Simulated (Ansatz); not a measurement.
Geometry optimisation, RKS PBE0-D4/def2-SVP (Ansatz).

input.yaml

```yaml
crystal:
  periodic: [false, false, false]
  atoms:
    - { symbol: Sn, position_ang: [-0.056989, 0.158955, 0.005387] }
    - { symbol: O, position_ang: [-0.001982, 0.077522, 1.967347] }
    - { symbol: H, position_ang: [-0.874122, 0.054632, 2.382443] }
    - { symbol: Cl, position_ang: [2.067537, 0.577371, -0.789384] }
    - { symbol: H, position_ang: [-1.178303, 1.297738, -0.585963] }
    - { symbol: Cl, position_ang: [-0.898632, -1.913327, -0.851746] }
    - { symbol: O, position_ang: [1.519915, -2.261708, 1.261521] }
    - { symbol: Al, position_ang: [0.433994, -3.521546, 0.782315] }
    - { symbol: H, position_ang: [0.978633, -4.505974, -0.329301] }
    - { symbol: H, position_ang: [-0.792519, -3.868373, 1.7401] }
    - { symbol: H, position_ang: [1.320867, -1.690989, 2.033782] }
basis:
  gaussian: { orbitals: def2-SVP }
hamiltonian:
  xc: pbe0
  dispersion: d4
relax:
  f_tol: 0.03
  max_steps: 50
```

Command:

```bash
$ ansatz run input.yaml --threads 4 --pin off --max-ram 5120MiB --backend cpu --events-out ev --progress --plain --runs-dir out
```

**Question.** Where does it end, and by what steps?

**Answer.** The run converged. After 26 steps the energy has fallen by 0.853 eV; H3 moved furthest, 2.22 Å. Joined: Sn1–O7 (3.15 → 2.08 Å).

| step | energy less start (eV) | largest force component (eV/Å) | accepted |
| --- | --- | --- | --- |
| 0 | 0.0000 | 0.757 | yes |
| 1 | -0.0736 | 0.549 | yes |
| 2 | -0.2272 | 0.885 | yes |
| 3 | -0.3963 | 1.234 | yes |
| 4 | -0.5175 | 1.435 | yes |
| 5 | -0.5690 | 1.653 | yes |
| 6 | -0.6355 | 0.777 | yes |
| 7 | -0.6699 | 0.316 | yes |
| 8 | -0.6944 | 0.238 | yes |
| 9 | -0.7062 | 0.613 | yes |
| 10 | -0.7171 | 0.299 | yes |
| 11 | -0.7294 | 0.115 | yes |
| 12 | -0.7476 | 0.256 | yes |
| 13 | -0.7646 | 0.253 | yes |
| 14 | -0.7802 | 0.307 | yes |
| 15 | -0.7999 | 0.439 | yes |
| 16 | -0.8061 | 0.549 | yes |
| 17 | -0.8133 | 0.898 | yes |
| 18 | -0.8280 | 0.290 | yes |
| 19 | -0.8374 | 0.175 | yes |
| 20 | -0.7964 | 1.680 | no |
| 21 | -0.8489 | 0.110 | yes |
| 22 | -0.8459 | 0.341 | no |
| 23 | -0.8516 | 0.092 | yes |
| 24 | -0.8528 | 0.033 | yes |
| 25 | -0.8530 | 0.105 | yes |
| 26 | -0.8533 | 0.027 | yes |

```xyz
11
Properties=species:S:1:pos:R:3
Sn -0.146 -0.183 0.420
O 0.270 0.614 2.191
H 0.966 1.282 2.147
Cl 1.610 0.673 -0.861
H -1.754 0.166 0.036
Cl -0.326 -2.232 -1.373
O 0.221 -1.988 1.392
Al 0.277 -3.558 0.370
H 1.780 -4.042 0.229
H -0.920 -4.514 0.774
H 0.540 -1.814 2.290
```

Whether the end is a true minimum wasn't checked by a vibrational analysis.

The run took 91 s on 4 threads of Arm Neoverse V2, with other jobs on the host, peak memory 0.4 GiB.
